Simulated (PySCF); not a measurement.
Below is a simulated gas-phase Si 2p photoelectron spectrum of `[CH3][Ge@@H]([GeH3])[CH2][SiH3]`.

Every computed line was given a Gaussian of 0.7 eV full width at half maximum and an area set by the number of equivalent atoms (split 2:1 within a doublet); the highest printed point is 100. Method used: delta-SCF UKS SCAN, pcX-2 on the ionised atom, pcseg-1 elsewhere, spin-free X2C in PySCF 2.14.0.

(binding energy (eV), intensity): (105.5, 0), (105.6, 1), (105.7, 2), (105.8, 5), (105.9, 11), (106.0, 20), (106.1, 34), (106.2, 53), (106.3, 72), (106.4, 89), (106.5, 99), (106.6, 100), (106.7, 94), (106.8, 85), (106.9, 76), (107.0, 68), (107.1, 61), (107.2, 53), (107.3, 44), (107.4, 34), (107.5, 24), (107.6, 15), (107.7, 8), (107.8, 4), (107.9, 2), (108.0, 1), (108.1, 0)

Count the maxima, the lines and the sites behind this envelope.

The curve has 1 maximum (at 106.6 eV). Under it lie 2 lines from 1 inequivalent silicon site, drawn as a 2p3/2, 2p1/2 pair. At this width some lines have no maximum of their own.

Decompose the envelope and assign each component. Numbering: `[CH3:1][Ge@@H:2]([GeH3:3])[CH2:4][SiH3:5]`.

```csv
position (eV),relative area,line,atoms,environment
106.52,0.67,Si 2p3/2,Si5,SiH3 silicon
107.15,0.33,Si 2p1/2,Si5,SiH3 silicon
```

Shake-up satellites, vibrational structure and lifetime widths aren't simulated. Spin–orbit and ligand-field terms were added within each 2p shell after the spin-free SCF. 2p1/2 minus 2p3/2 (ligand field included): Si 0.62 eV. The structure is a single PBE0-D3(BJ)/def2-SVP conformer in the gas phase; no vibrational or solvent corrections.

Conformer computed: `[CH3:1][Ge@@H:2]([GeH3:3])[CH2:4][SiH3:5]`: C1–Ge2–C4–Si5 -58°.
